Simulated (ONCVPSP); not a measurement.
Transferability test, ONCV potential for Rb

| Item | Value |
| --- | --- |
| Element | Rb |
| Generator | ONCVPSP 4.0.1 |
| Type | optimised norm-conserving Vanderbilt (ONCV) |
| Functional | PBE |
| Relativity | scalar-relativistic |
| Frozen core | [Ar] 3d10 |
| Valence charge | 9 |
| Reference configuration | 4s2 4p6 5s1 |
| Partial waves | 4s+5s: rc 2.70 bohr, ncon 5, nbas 9, qcut 5.8 1/bohr, 3 projectors, debl 1.9 Ha; 4p: rc 2.15 bohr, ncon 4, nbas 8, qcut 5.3 1/bohr, 2 projectors, debl 1.6 Ha; d scattering state at 0.23 Ha: rc 2.75 bohr, ncon 3, nbas 7, qcut 3.6 1/bohr, 2 projectors, debl 1.7 Ha; f scattering state at 0.11 Ha: rc 2.15 bohr, ncon 4, nbas 7, qcut 5.2 1/bohr, 2 projectors, debl 2.7 Ha |
| Local potential | polynomial inside 1.60 bohr (lpopt 5, dvloc0 0 Ha) |
| Core correction | polynomial model core, fcfact 0.35 |

Energies are relative to the spin-unpolarised reference configuration 4s2 4p6 5s1; without spin polarisation the order of configurations can differ from experiment.

| valence configuration | charge | ΔE all-electron (eV) | error AE − PS (meV) |
| --- | --- | --- | --- |
| 4s2 4p6 5s0.5 | +0.5 | 1.578 | -0.1 |
| 4s2 4p5 5s1 | +1 | 21.140 | -9.4 |

Problem. What are ΔE and the potential's error for 4s2 4p6 5s0 5p1?

Solution. ΔE = 1.520 eV all-electron; the error (AE − PS) is -0.1 meV.

Problem. What are ΔE and the potential's error for 4s2 4p6 5s0?

Solution. ΔE = 4.154 eV all-electron; the error (AE − PS) is -0.3 meV.

Levels in the configuration 4s2 4p5 5s1:

| level | all-electron (eV) | pseudo (eV) |
| --- | --- | --- |
| 4s | -43.144 | -43.194 |
| 4p | -26.612 | -26.622 |
| 5s | -8.072 | -8.073 |
